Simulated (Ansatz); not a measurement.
Gas-phase electronic energies from Ansatz, PBE0-D4/def2-TZVP geometries. CBS: MP2 limit from def2 TZ/QZ plus the TZ coupled-cluster correction, frozen cores. This one scheme is used for every species, atoms too. Functionals use def2-TZVPP. B3LYP here is the variant with VWN-RPA as its local correlation; programs differ in this. HSE06 is defined as in plane-wave codes. Open shells (•) are unrestricted, without spin–orbit coupling. Spin–orbit coupling would lower the free atoms: a little for Al, C, Cl.

`N#[C][Al]([Cl])[Cl]` → Al• + C• + 2 Cl• + N•  (atomization)

```
         level  ΔE (kcal/mol)  difference from CCSD(T)/CBS
    r2SCANh-D4          487.4                         -5.0
      HSE06-D4          492.2                         -0.2
          PBE0          488.8                         -3.6
         B3LYP          480.7                        -11.7
       r2SCAN0          477.2                        -15.2
     CAM-B3LYP          484.3                         -8.1
 CCSD/def2-SVP          449.9                        -42.5
 HF/def2-QZVPP          343.0                       -149.4
MP2/def2-QZVPP          512.8                         20.4
 MP2/CBS(def2)          520.1                         27.7
   CCSD(T)/CBS          492.4                            0
```

Largest T1 diagnostic among the species: 0.018.

At CCSD(T), def2-SVP lies −32.9 kcal/mol from the extrapolated value and def2-TZVPP −17.9 kcal/mol: correlation converges slowly with the basis, and small sets miss more of it in the bonded molecule than in its fragments. From r2SCAN to r2SCAN0 (25 % exact exchange), in def2-TZVPP and without D4, ΔE moves by −15.8 kcal/mol: exact exchange takes away binding that semilocal exchange gives to molecules. The D4 term adds +5.6 kcal/mol with B3LYP and +3.0 kcal/mol with PBE0; it sums over pairs of atoms, weighted by their polarisabilities, and B3LYP, whose exchange is more repulsive, gets the larger term.

For atomizations the MP2-based limit and the directly extrapolated one differ by several kJ/mol either way, and by 10 to 25 for some Ge, Se and Sn compounds, so smaller differences from it don't rank the levels.
